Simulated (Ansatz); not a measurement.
All numbers were calculated with Ansatz.

A structure relaxed at PBE0-D4/def2-TZVP, charge 0, multiplicity 1:

```xyz
8

C     0.9023    0.8824    0.7732
S     0.9925   -0.9068    0.4315
In   -0.9333   -1.1947   -0.8627
F    -2.0797    0.3221   -1.2573
F    -1.6190   -2.8135   -1.6605
H     0.9558    1.4688   -0.1415
H     1.7767    1.1010    1.3865
H     0.0047    1.1407    1.3308
```

Give its formula and SMILES.

CH3F2InS, `C[S][In]([F])[F]`.

Point group (tolerance 0.08 Å, 0.16 Å for H)?

Cs.

Summarise the bond lengths by kind.

1 × C–S 1.824 Å; 3 × C–H 1.088 to 1.090 Å; 1 × In–S 2.338 Å; 2 × F–In 1.931 to 1.942 Å.
